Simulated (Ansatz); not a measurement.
Ga(PH3)H3 (GaPH6). Charge 0, multiplicity 3. Geometry PBE0-D4/def2-TZVP, that of the neutral singlet; atoms count from 1.

```xyz
8

Ga   -0.3934   -1.2967   -0.5164
P     0.2871    0.9591    0.3851
H    -0.6401    2.0214    0.3664
H     1.3736    1.6295   -0.2133
H     0.6967    1.0719    1.7297
H    -0.7946   -0.8006   -1.9583
H    -1.5364   -1.5900    0.5285
H     1.0071   -1.9947   -0.3219
```

At PBE0-D4/def2-TZVP a singlet of charge 0 lies 6.35 eV below the triplet at the same geometry.

Q: Estimate the Mulliken populations from the PBE0/def2-TZVP orbitals of Ansatz.

A: 
```csv
atom,charge (e),spin (α − β)
Ga1,0.14,0.14
P2,-0.15,1.30
H3,0.04,0.23
H4,0.04,0.22
H5,0.13,-0.02
H6,-0.08,0.01
H7,-0.07,0.04
H8,-0.06,0.07
```
Mulliken values depend strongly on the basis.

Q: Where does the spin sit?

A: Summed by element: Ga 0.14, P 1.30, H 0.56, of 2 unpaired in all. Largest on single atoms: P2 1.30, H3 0.23, H4 0.22.

Q: And the Mayer bond orders between heavy atoms (over 0.3)?

A: Ga1–P2 0.45 (2.52 Å).
